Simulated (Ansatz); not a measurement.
`[BH2][GaH][F]` + `OC#CCO` → `[BH2][Ga]([OH])[F]` + `CC#CO`  (formal exchange of groups at a Ga–H bond)

Computed with Ansatz on PBE0-D4/def2-TZVP structures; ΔE is electronic, products minus reactants. CBS: MP2 limit from def2 TZ/QZ plus the TZ coupled-cluster correction, frozen cores. DFT in def2-TZVPP. For Ga outer-core shells are correlated without core-valence functions, which leaves a few kJ/mol of doubt a bond. Scalar relativity is left out up to krypton. Each species was taken in one conformer, which may not be the lowest.

(1) Is it downhill or uphill in electronic energy at CCSD(T)/CBS, and by how much? (Estimate.)

(2) What do these levels give: BLYP-D4, BHLYP-D4, ωB97M-V, MP2/def2-SVP, MP2/def2-QZVPP, SCS-MP2/def2-QZVPP? (Estimate.)

Largest T1 diagnostic among the species: 0.014.

Answers

(1) The calculation gave: Downhill: ΔE = -170.6 kJ/mol.

(2) The calculation gave: BLYP-D4 -160.0, BHLYP-D4 -164.2, ωB97M-V -161.5, MP2/def2-SVP -174.8, MP2/def2-QZVPP -179.9, SCS-MP2/def2-QZVPP -175.3 kJ/mol.

From BLYP to BHLYP (50 % exact exchange), in def2-TZVPP and without D4, ΔE moves by −3.1 kJ/mol. At CCSD(T), def2-SVP lies +6.5 kJ/mol from the extrapolated value and def2-TZVPP +2.0 kJ/mol.
